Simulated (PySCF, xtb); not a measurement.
Zr(OMe)(H)3 (CH6OZr), SMILES C[O][ZrH3], multiplicity 1.

GFN2-xTB (xtb) at its own geometry gives an orbital gap of 3.39 eV and a dipole moment of 1.83 D.

The structure is a stationary point at B3LYP-D3(BJ)/def2-SVP. The spin state was assumed, not searched. The structure was generated by enumeration; whether it is a known compound was not checked. The def2 effective core potentials stand for the cores of Zr; spin–orbit coupling is left out.

### Question
What does ωB97X/def2-TZVPD in PySCF give? (Estimate from the structure and the level; the computed values follow.)

### Answer
gap 10.75 eV (levels -10.47 and 0.29 eV), dipole 2.25 D.
